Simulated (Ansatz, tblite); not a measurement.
Removing and adding an electron: B8N8H22, a nanocrystal cut from wurtzite BN (hydrogen-capped). Total charge 0; singlet. Geometry: PBE-D4/def2-SVP. Ansatz, gas phase; energy differences of separate SCF runs; the oxidised species was run as a doublet alone; the reduced species was run as a doublet alone.

| atom | x (Å) | y (Å) | z (Å) |
| --- | --- | --- | --- |
| B1 | 1.041 | -1.636 | 2.245 |
| N2 | 1.532 | -2.288 | 0.858 |
| N3 | 0.038 | -0.482 | 1.808 |
| B4 | 0.776 | 0.624 | 0.958 |
| B5 | 0.883 | -1.617 | -0.432 |
| N6 | 1.239 | -0.084 | -0.407 |
| N7 | -0.223 | 1.776 | 0.549 |
| B8 | 0.516 | 2.907 | -0.289 |
| B9 | 0.625 | 0.615 | -1.677 |
| N10 | 1.020 | 2.156 | -1.621 |
| B11 | -1.198 | -1.080 | 1.058 |
| N12 | -0.674 | -1.703 | -0.308 |
| N13 | -2.163 | 0.124 | 0.670 |
| B14 | -1.465 | 1.233 | -0.233 |
| B15 | -1.350 | -1.046 | -1.596 |
| N16 | -0.927 | 0.492 | -1.533 |
| H17 | 2.009 | -1.160 | 2.835 |
| H18 | 0.449 | -2.490 | 2.904 |
| H19 | 2.556 | -2.240 | 0.782 |
| H20 | 1.324 | -3.294 | 0.843 |
| H21 | -0.264 | -0.067 | 2.700 |
| H22 | 1.733 | 1.079 | 1.575 |
| H23 | 1.307 | -2.176 | -1.439 |
| H24 | 2.260 | -0.008 | -0.482 |
| H25 | -0.533 | 2.262 | 1.400 |
| H26 | 1.490 | 3.331 | 0.331 |
| H27 | -0.277 | 3.794 | -0.602 |
| H28 | 1.042 | 0.125 | -2.723 |
| H29 | 2.039 | 2.246 | -1.720 |
| H30 | 0.642 | 2.621 | -2.457 |
| H31 | -1.811 | -1.898 | 1.740 |
| H32 | -0.949 | -2.692 | -0.341 |
| H33 | -2.597 | 0.540 | 1.505 |
| H34 | -2.937 | -0.276 | 0.113 |
| H35 | -2.275 | 2.118 | -0.501 |
| H36 | -0.928 | -1.570 | -2.623 |
| H37 | -2.586 | -1.153 | -1.533 |
| H38 | -1.365 | 0.920 | -2.356 |

The xTB rows come from tblite. Single mean-field runs in def2-TZVP are fitted with def2-universal-jkfit.

Problem. Estimate orbital energies and vertical ionisation energies and electron affinities at: GFN1-xTB; GFN2-xTB; PBE-D4/def2-TZVP; PBE0-D4/def2-TZVP; r2SCAN0-D4/def2-TZVP.

Solution. 
```csv
level,−HOMO (eV),vertical IE (eV),−LUMO (eV),vertical EA (eV),HOMO–LUMO gap (eV),IE − EA (eV),remarks
GFN1-xTB,10.49,12.65,3.33,1.19,7.16,11.46,–
GFN2-xTB,9.70,11.71,0.05,-1.96,9.66,13.66,–
PBE-D4/def2-TZVP,6.10,–,0.73,-0.68,5.37,–,HOMO above zero (-1 doublet)
PBE0-D4/def2-TZVP,7.39,8.99,-0.07,-1.04,7.46,10.03,HOMO above zero (-1 doublet)
r2SCAN0-D4/def2-TZVP,7.56,9.07,-0.47,-1.18,8.03,10.25,HOMO above zero (-1 doublet)
```

Run but left out: PBE-D4/def2-TZVP (charge +1 doublet: an occupied level 0.11 eV above an empty one).   A HOMO above zero means that the electron is unbound at that level or that self-interaction error raises the level; the energy of removing that electron tells which. Raw xTB energy differences between charge states are shifted by several eV; the methods need an empirical correction for them. Sets without diffuse functions give affinities that are too small. A negative affinity means that the extra electron isn't bound; its size then hangs on the basis.
